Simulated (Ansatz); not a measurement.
`[SiH3][SiH2]S` and `F[SiH]([SiH3])S` differ in one atom or group.

Ansatz, PBE0-D4/def2-TZVP geometries, multiplicity 1. Each molecule was computed in one conformer, which needn't be the lowest.

| property | `[SiH3][SiH2]S` |
| --- | --- |
| LUMO energy (B3LYP/def2-TZVPP) / eV | -0.59 |
| HOMO energy (PBE/def2-TZVPP) / eV | -6.27 |
| HOMO–LUMO gap (PBE0/def2-TZVPP) / eV | 7.10 |
| size of the dipole moment (B3LYP/def2-TZVPP) / D | 0.91 |
| HOMO energy (PBE0/def2-TZVPP) / eV | -7.50 |
| zero-point energy (PBE0-D4/def2-TZVP) / kJ/mol | 134.0 |

(1) What does the change do to each property? (Estimate.)

## Answers

(1) The calculation gave: 
| property | `F[SiH]([SiH3])S` | shift |
| --- | --- | --- |
| LUMO energy (B3LYP/def2-TZVPP) / eV | -0.61 | -0.02 |
| HOMO energy (PBE/def2-TZVPP) / eV | -6.67 | -0.40 |
| HOMO–LUMO gap (PBE0/def2-TZVPP) / eV | 7.42 | 0.32 |
| size of the dipole moment (B3LYP/def2-TZVPP) / D | 1.37 | 0.46 |
| HOMO energy (PBE0/def2-TZVPP) / eV | -7.87 | -0.37 |
| zero-point energy (PBE0-D4/def2-TZVP) / kJ/mol | 122.0 | -12.0 |

With PBE0 the HOMO falls by 0.37 eV and the LUMO falls by 0.05 eV, so the gap widens by about 0.32 eV. PBE moves the HOMO by -0.40 eV and ωB97M-V by -0.29 eV. Dipoles are sizes alone; their direction can turn.

B3LYP here is the variant with VWN-RPA as its local correlation; programs differ in this.
